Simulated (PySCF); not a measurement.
# Broadened absorption spectrum of C3H3BF2

Compound: C3H3BF2.
InChI=1S/C3H3BF2/c5-4(6)3-1-2-3/h1-3H

Computed, not measured: PySCF 2.14.0, density-fitted response routines, TDDFT B3LYP/def2-SVPD, vertical, gas phase, core orbitals frozen in the response. One conformer (not necessarily the lowest) at the PBE0-D3(BJ)/def2-SVP geometry, without solvent, vibrations or thermal averaging. Torsions of this conformer, `[F:1][B:2]([F:3])[CH:4]1[CH:5]=[CH:6]1`: F1–B2–C4–C5 -150°.

Broadening: Gaussians 0.4 eV wide at half height, area fixed by f = 4.319×10⁻⁹ ∫ε dν̃. The width is an assumption, not a result. The curve ends short of the highest state used, and states not computed would add to its high-energy end.

| E (eV) | ε (L mol⁻¹ cm⁻¹) |
| --- | --- |
| 5.10 | 2 |
| 5.18 | 9 |
| 5.25 | 30 |
| 5.32 | 82 |
| 5.39 | 191 |
| 5.47 | 407 |
| 5.54 | 658 |
| 5.61 | 898 |
| 5.68 | 1035 |
| 5.76 | 989 |
| 5.83 | 793 |
| 5.90 | 542 |
| 5.97 | 333 |
| 6.05 | 235 |
| 6.12 | 332 |
| 6.19 | 652 |
| 6.26 | 1219 |
| 6.33 | 1962 |
| 6.41 | 2760 |
| 6.48 | 3108 |
| 6.55 | 2957 |
| 6.62 | 2378 |
| 6.70 | 1510 |
| 6.77 | 849 |
| 6.84 | 412 |
| 6.91 | 196 |
| 6.99 | 161 |
| 7.06 | 289 |
| 7.13 | 568 |
| 7.20 | 980 |
| 7.28 | 1501 |
| 7.35 | 1838 |
| 7.42 | 1949 |
| 7.49 | 1887 |
| 7.57 | 1981 |
| 7.64 | 2782 |

Problem. Where are the band maxima, and which computed states make them?

Solution. 217 nm (5.70 eV), ε about 1000, made up of S1 (100%); 191 nm (6.49 eV), ε about 3100, made up of S2 (69%) and S3 (31%); 167 nm (7.42 eV), ε about 1900, made up of S5 (90%) (hardly more than a shoulder) (ε in L mol⁻¹ cm⁻¹; maxima over ε = 5, shares over 10%). At its high-energy end, 7.64 eV, the curve is still rising (ε about 2800, from S5 and S8). The states used: S1 5.70 eV (f 0.015); S2 6.48 eV (f 0.032); S3 6.52 eV (f 0.014); S4 6.90 eV (f 0.0000); S5 7.39 eV (f 0.026); S6 7.57 eV (f 0.0028); S7 7.85 eV (f 0.0051); S8 8.01 eV (f 0.259); S9 8.04 eV (f 0.050); S10 8.24 eV (f 0.0056).

Problem. What would ε be at 6.49 eV, the highest of these maxima, with half the width (0.2 eV)?

Solution. About 6150 L mol⁻¹ cm⁻¹ against 3120, a factor of about 1.97; a lone state at its own centre would give exactly 2.

Problem. On this curve, what absorbance would a 10⁻⁴ mol/L sample give at 193 nm over a 1 cm path?

Solution. 193 nm is 6.424 eV, where ε is about 2900 L mol⁻¹ cm⁻¹, so A = ε c l ≈ 0.29 (Beer–Lambert, with the gas-phase spectrum and the assumed width).

Problem. Coming from long wavelengths, where does ε first pass 100 L mol⁻¹ cm⁻¹?

Solution. At about 232 nm (5.34 eV), 0.37 eV below S1.

All these states lie below the vertical ionisation energy of 10.00 eV (ΔSCF).

The run took 25 s wall on one thread of an Arm Neoverse V2, no GPU, shared host.
